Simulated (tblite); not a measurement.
Run record: nudged-elastic-band run, `C=C1CC(C(F)F)C1`.

Computed with GFN2-xTB (tblite), gas phase: nudged elastic band of 9 images (0 to 8), spring 0.2 eV/Å², climbing image at the end, force threshold 0.05 eV/Å. The top image wasn't refined or checked by frequencies; at this threshold it can lie a kcal/mol or more above the true saddle point of the method. The command runs a driver script over a list of jobs; the input below is this job's line of settings and its coordinates in Å. «atoms» counts from 0 and names the dihedral (F7–C5–C4–C8 when counted from 1); «turn» is the rotation in degrees that makes the guess of the end point.

Command:
```bash
OMP_NUM_THREADS=1 python probes_run.py task.json out
```

Input:
```
{"job": {"kind": "neb", "xc": "GFN2-xTB", "basis": "xTB", "atoms": [6, 4, 3, 7], "turn": 120}, "charge": 0, "multiplicity": 1}
C      2.493526    -0.341504     0.152055
C      1.217882    -0.063264    -0.008510
C      0.085659    -0.741725    -0.735267
C     -0.864380     0.355652    -0.213336
C     -1.914616    -0.150352     0.752708
F     -2.593720     0.881967     1.315190
F     -2.843969    -0.905300     0.113120
C      0.327132     1.050824     0.476724
H      3.140486     0.295506     0.730945
H      2.940662    -1.216069    -0.288951
H      0.193390    -0.760583    -1.818378
H     -0.145691    -1.750785    -0.394622
H     -1.359257     0.944359    -0.986386
H     -1.496372    -0.758335     1.570655
H      0.242494     1.136922     1.559910
H      0.569175     2.031630     0.071308
```

Output:
```
image   E - E0 / eV
  0      -0.0000
  1       0.0125
  2       0.0448
  3       0.0824
  4       0.1062
  5       0.1039
  6       0.0800
  7       0.0468
  8       0.0281
```

Q: Read off the barriers.

A: The highest image is 4: 0.106 eV (2.45 kcal/mol) above the start and 0.078 eV (1.80 kcal/mol) above the end. The band met its force threshold.

Q: Which dihedral does each image have?

A: 0: -172°, 1: -158°, 2: -144°, 3: -130°, 4: -116°, 5: -102°, 6: -87°, 7: -70°, 8: -57°.

Q: Give the geometry of the highest image and of the end point.

A: 
Image 4:
```
atom  x, y, z in Å
C1      2.482   -0.455    0.070
C2      1.224   -0.089   -0.048
C3      0.048   -0.634   -0.811
C4     -0.849    0.429   -0.137
C5     -1.945   -0.094    0.791
F6     -3.140    0.476    0.488
F7     -2.141   -1.430    0.672
C8      0.396    1.005    0.573
H9      3.169    0.077    0.706
H10     2.874   -1.304   -0.464
H11     0.127   -0.526   -1.893
H12    -0.204   -1.667   -0.585
H13    -1.326    1.116   -0.839
H14    -1.753    0.109    1.857
H15     0.357    0.984    1.661
H16     0.673    2.010    0.256
```

Image 8:
```
atom  x, y, z in Å
C1      2.498   -0.458   -0.123
C2      1.223   -0.142   -0.060
C3     -0.006   -0.603   -0.799
C4     -0.811    0.498   -0.075
C5     -2.006    0.028    0.732
F6     -3.018   -0.369   -0.083
F7     -1.703   -1.047    1.501
C8      0.438    0.852    0.757
H9      3.229    0.019    0.508
H10     2.861   -1.208   -0.805
H11     0.034   -0.518   -1.883
H12    -0.318   -1.613   -0.538
H13    -1.148    1.299   -0.734
H14    -2.406    0.808    1.400
H15     0.353    0.578    1.809
H16     0.772    1.886    0.689
```

Hardware: one thread of an Arm Neoverse V1, no GPU, shared host. Cost: 3.0 s wall, 0.19 GiB resident at most.
